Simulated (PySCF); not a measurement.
SbHBr2, SMILES [Br][SbH][Br].

Coordinates come from a PBE0-D3(BJ)/def2-SVP optimisation. The structure was generated by enumeration; whether it is a known compound was not checked. The def2 effective core potentials stand for the cores of Sb; spin–orbit coupling is left out.

Calculation: PBE/def2-TZVPD run with PySCF.

Symmetry labels are those of the subgroup Cs that the program uses (full group Cs).

Computed valence orbital energies around the gap with their symmetry:
```tsv
orbital	symmetry	energy (eV)
HOMO−7	A'	-14.55
HOMO−6	A'	-9.40
HOMO−5	A"	-9.37
HOMO−4	A'	-8.35
HOMO−3	A'	-7.46
HOMO−2	A"	-7.34
HOMO−1	A"	-7.19
HOMO	A'	-6.68
LUMO	A'	-3.04
LUMO+1	A"	-2.81
LUMO+2	A'	-1.35
LUMO+3	A'	0.07
```
